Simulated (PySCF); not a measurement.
Bi(Me)3 (C3H9Bi), SMILES [CH3][Bi]([CH3])[CH3]. Geometry: PBE-D3(BJ)/def2-SVP. The isomer is the one that the SMILES or the coordinates give; other isomers of the formula were not compared. The def2 effective core potentials stand for the cores of Bi; spin–orbit coupling is left out.

All values below come from PBE-D3(BJ)/def2-SVP (PySCF).

Harmonic wavenumbers (cm⁻¹): 81, 92, 92, 145, 146, 156, 449, 449, 450, 649, 667, 667, 757, 757, 758, 1123, 1123, 1143, 1373, 1378, 1378, 1385, 1385, 1393, 2983, 2985, 2985, 3104, 3104, 3104, 3108, 3108, 3108. Rotational constants (GHz): 3.169, 3.169, 2.746; symmetry number 3.

Work out the zero-point energy and the ideal-gas rigid-rotor harmonic-oscillator thermochemistry at 298.15 K and 1 atm.

ZPE = ½ Σ hcν = ½ × 45586 cm⁻¹ = 272.67 kJ/mol. H − E(el) = 297.75 kJ/mol. Entropy in J/(mol K): translation 177.81, rotation 103.24, vibration 98.91, total 379.96. G − E(el) = 184.47 kJ/mol. Cp = 125.30 J/(mol K). Modes under 150 cm⁻¹ make the vibrational entropy uncertain.
